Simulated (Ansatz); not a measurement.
(HCd-mu-Br)2 (Cd₂H₂Br₂), relaxed as a singlet with RKS r2SCAN-D4/def2-SVP in Ansatz, starting from the GFN2-xTB geometry. Force threshold 0.02 eV/Å.

In the def2 sets Cd takes a core potential; there is no spin–orbit coupling.

Start:

Cartesian coordinates in Å:
```
Cd -1.3978 1.3897 -0.4190
H -2.5200 2.5195 -0.6224
Br -1.2744 -1.2533 0.0844
Cd 1.4065 -1.3973 0.3758
H 2.5071 -2.4847 0.8057
Br 1.2785 1.2262 -0.2244
```

```csv
step,energy (eV),largest force component (eV/Å),SCF passes
1,-149242.1867,1.045,15
2,-149242.2691,0.241,18
3,-149242.2983,0.120,17
4,-149242.3014,0.027,18
5,-149242.3018,0.004,19
```

Force components are those of the run's own axes.

End:

```xyz
6

Cd   -1.315    1.307   -0.372
H    -2.476    2.467   -0.681
Br   -1.341   -1.308    0.140
Cd    1.315   -1.307    0.374
H     2.473   -2.458    0.724
Br    1.344    1.299   -0.184
```

By distances, no bond broke or formed. The bond that changes most is Cd1–H2, from 1.61 to 1.67 Å (atoms count from 1).

No frequencies were taken in this run, so the end may be a saddle point.

It took 15 s on 4 threads of Arm Neoverse V1 on a shared host.
